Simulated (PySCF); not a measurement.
# O⁺: excitation energy

O⁺ [He] 2s2 2p3 (4S) → O⁺ [He] 2s2 2p2 3s1 (4P), as a difference of total energies. All numbers are calculated (PySCF 2.14, scalar relativity by spin-free X2C-1e, in aug-cc-pCVTZ-DK (7s6p4d2f, 59 functions)). Correlated levels: valence: 1s2 frozen; valence and next inner shell: nothing frozen. The calculations carry no spin-orbit coupling.

| method | excitation energy (eV) |
| --- | --- |
| UHF | 22.745 |
| LDA | 23.208 |
| PBE | 22.909 |
| PBE0 | 23.029 |
| r2SCAN | 23.394 |
| revPBE | 22.893 |
| BP86 | 22.929 |
| r2SCANh | 23.377 |
| PW91 | 22.993 |
| MP2 (valence) | 23.119 |
| SCS-MP2 (valence) | 22.910 |
| MP2 (valence and next inner shell) | 23.155 |
| SCS-MP2 (valence and next inner shell) | 22.934 |

Task: How much does correlation contribute at MP2 (valence and next inner shell)?

Result: 23.155 − (22.745) = 0.410 eV, measured against UHF.

Errors of the correlated levels include the incompleteness of this basis and the frozen core.

For comparison: 22.987 eV (measured; NIST levels, between the centres of gravity of the two terms).
